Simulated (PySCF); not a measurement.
Geometries of 2 isomers of CH5BF2Si, from PBE0-D3(BJ)/def2-SVP geometry optimisation, gas phase in PySCF. One conformer each, no zero-point energy, no frequencies.

Question: Which is lower in electronic energy at this level?
A.
```xyz
10
angstrom
F     -1.988    0.379    1.343
B     -1.492    0.357    0.117
F     -1.981    1.252   -0.725
C     -0.368   -0.627   -0.290
Si     1.338    0.107    0.082
H     -0.402   -0.841   -1.370
H     -0.446   -1.569    0.276
H      1.518    1.381   -0.677
H      1.463    0.396    1.542
H      2.407   -0.856   -0.318
```
B.
```xyz
10
angstrom
C     -1.413   -0.463   -0.087
Si     0.060    0.703   -0.249
B      1.773   -0.186    0.404
F      2.297   -1.212   -0.245
F      2.425    0.202    1.486
H     -2.322    0.024   -0.472
H     -1.592   -0.736    0.964
H     -1.248   -1.386   -0.662
H     -0.177    1.959    0.528
H      0.247    1.075   -1.689
```

Answer: A. That is `FB(F)C[SiH3]`, 11.3 kcal/mol below the other.

```tsv
SMILES	atoms numbered as above	E (Eh)	relative (kcal/mol)	relative (kJ/mol)	dipole (D)
FB(F)C[SiH3]	[F:1][B:2]([F:3])[CH2:4][SiH3:5]	-554.59183	0.0	0.0	1.69
C[SiH2]B(F)F	[CH3:1][SiH2:2][B:3]([F:4])[F:5]	-554.57376	11.3	47.4	1.38
```
